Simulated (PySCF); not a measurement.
C₂H₆Mg, triplet, geometry from GFN2-xTB (such geometries of metal compounds can be far from the true shape) (a higher spin typed on purpose: for a closed-shell molecule this is an excited state). Base run: B3LYP/aug-cc-pVDZ in PySCF.

The PySCF input:
```python
from pyscf import gto, scf, dft

mol = gto.M(
    atom='''
Mg    0.006492    0.006596    0.009254
C     1.776502    0.275413   -1.453055
H     2.442280   -0.566723   -1.296536
H     2.249841    1.220078   -1.207203
H     1.353384    0.279702   -2.452066
C    -1.783744   -0.282771    1.442733
H    -2.267497   -1.208450    1.149181
H    -2.433159    0.575990    1.309535
H    -1.379303   -0.335604    2.447980
''',
    basis='aug-cc-pvdz',
    charge=0,
    spin=2,
    verbose=4,
)

mf = dft.UKS(mol)
mf.xc = 'b3lyp'
mf.kernel()
```

Each row names what was changed in the base input (with any setting that the change needs).

```csv
change,ΔE vs base (mEh),fitting functions,dipole (D),outcome
base,0.000,-,0.11,converged
auxbasis = cc-pvtz-ri,-3.619,464,0.11,converged
auxbasis = cc-pvqz-jkfit,-,-,-,input refused
only_dfj = on; auxbasis = def2-universal-jfit,-0.147,220,0.11,converged
auxbasis = def2-tzvp-ri,-5.899,334,0.11,converged
auxbasis = cc-pvtz-jkfit,-,-,-,input refused
auxbasis = default (with mf = mf.density_fit()),-,-,-,input refused
auxbasis = def2-universal-jkfit,-0.062,370,0.11,converged
auxbasis = def2-universal-jfit,264.8,220,0.11,converged
"exchange = seminumerical (SGX) (with mf = sgx.sgx_fit(mf, auxbasis='def2-universal-jfit'); with mf.with_df.dfj = True)",-0.149,220,0.11,converged
```

A fitting set is made for a task (jfit for Coulomb, jkfit for Coulomb and exchange, ri for correlation) and for a family of orbital bases.

Open shells are given as the SCF converged; they aren't shown to be the lowest states, and a large step between rows can be another state.

- auxbasis = cc-pvqz-jkfit: ended with `pyscf.lib.exceptions.BasisNotFoundError: Basis set not found for Mg in cc-pvqz-jkfit`
- auxbasis = cc-pvtz-jkfit: ended with `pyscf.lib.exceptions.BasisNotFoundError: Basis set not found for Mg in cc-pvtz-jkfit`
- auxbasis = default (with mf = mf.density_fit()): ended with `pyscf.lib.exceptions.BasisNotFoundError: Basis set not found for Mg in aug-cc-pvdz-jkfit`
